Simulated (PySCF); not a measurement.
Species: C7H6F2O.
Cartesian coordinates in Å at the GFN2-xTB level; atoms count from 1:
```
atom  x, y, z in Å
F1     2.615    1.144   -0.261
C2     2.050   -0.084   -0.279
F3     2.624   -0.772    0.739
C4     0.547   -0.015   -0.100
C5    -0.034    1.101    0.784
C6    -1.281    1.239    0.367
C7    -1.440    0.206   -0.755
C8    -1.411   -1.156   -0.053
C9    -0.162   -1.301    0.359
O10   -0.134    0.233   -1.325
H11    2.319   -0.572   -1.227
H12    0.520    1.597    1.553
H13   -2.064    1.886    0.705
H14   -2.212    0.377   -1.497
H15   -2.263   -1.793    0.065
H16    0.319   -2.080    0.913
```

NICS is the negative of the GIAO shielding at a point without a nucleus: at the ring centre (0) and 1 Å above and below it (1); zz is the component along the ring normal. Level: GIAO PBE0/pcSseg-1 (PySCF, non-relativistic, gas phase) on the GFN2-xTB geometry, one conformer.

Ring bond lengths (Å), with Mayer bond orders in brackets: C4–C5 1.537 (0.91), C5–C6 1.322 (1.86), C6–C7 1.533 (0.95), C7–O10 1.425 (0.93), O10–C4 1.424 (0.90); C4–C9 1.539 (0.92), C9–C8 1.322 (1.85), C8–C7 1.533 (0.95), C7–O10 1.425 (0.93), O10–C4 1.424 (0.90).

Question: What do the NICS probes read (ppm)?

Answer: 
```tsv
ring	type	NICS(0)	NICS(1), two faces	NICS(1)zz, two faces	rms pucker (Å)	centre to ring atoms, mean (Å)
C4–C5–C6–C7–O10	5-membered ring with O; formal bonds 1 double, 4 single	-2.4	-3.3 / -1.9	-3.0 / -6.1	0.24	1.19
C4–C9–C8–C7–O10	5-membered ring with O; formal bonds 1 double, 4 single	-2.3	-3.2 / -1.9	-3.2 / -6.1	0.24	1.19
```

Question: What can be read from them?

Answer: 
- C4–C5–C6–C7–O10: mean NICS(1)zz -4.6 ppm, shielded. C4, C7 have four or more neighbours; no verdict on aromaticity is drawn. The two faces differ by 3.1 ppm, so no symmetry operation interchanges them.
- C4–C9–C8–C7–O10: mean NICS(1)zz -4.6 ppm, shielded. C4, C7 have four or more neighbours, and the NICS criterion for π rings isn't applied.

Question: At the second NICS(1) probe listed for ring C4–C5–C6–C7–O10, 1 Å off the ring, how large is the induced field along the normal in 7.05 T applied along it?

Answer: NICSzz × B0 = -6.1 ppm × 7.05 T = -43 μT, against the applied field.

Question: List the ring angles and the Hirshfeld charges of the ring atoms.

Answer: 
- C4–C5–C6–C7–O10: C4 100.8° (+0.059 e), C5 104.5° (-0.063 e), C6 105.0° (-0.058 e), C7 100.7° (+0.043 e), O10 95.2° (-0.150 e); sum 506.2° against 540° for a flat convex ring.
- C4–C9–C8–C7–O10: C4 100.5° (+0.059 e), C9 104.5° (-0.066 e), C8 105.0° (-0.057 e), C7 100.5° (+0.043 e), O10 95.2° (-0.150 e); sum 505.7° against 540° for a flat convex ring.
